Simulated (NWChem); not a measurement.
Species: GeHBr, singlet; SMILES [GeH][Br]

```xyz
3

Ge     0.0043    -1.2001     0.0000
H     -1.5942    -1.2896     0.0000
Br     0.0190     1.1415     0.0000
```
Atoms are numbered in this order, from 1.

Program: NWChem. Low-valent species are run as closed-shell singlets; no triplet was tried in these runs. All runs use the structure optimised with PBE0/def2-SVP. Static field.

| level | isotropic polarisability (bohr³) | anisotropy (bohr³) |
|---|---|---|
| PBE/aug-cc-pVDZ | 58.3 | 31.8 |
| B3LYP/aug-cc-pVDZ | 57.1 | 30.7 |
| LDA (Slater exchange, VWN5)/aug-cc-pVDZ | 58.2 | 31.9 |
| BHandHLYP/aug-cc-pVDZ | 55.5 | 28.6 |
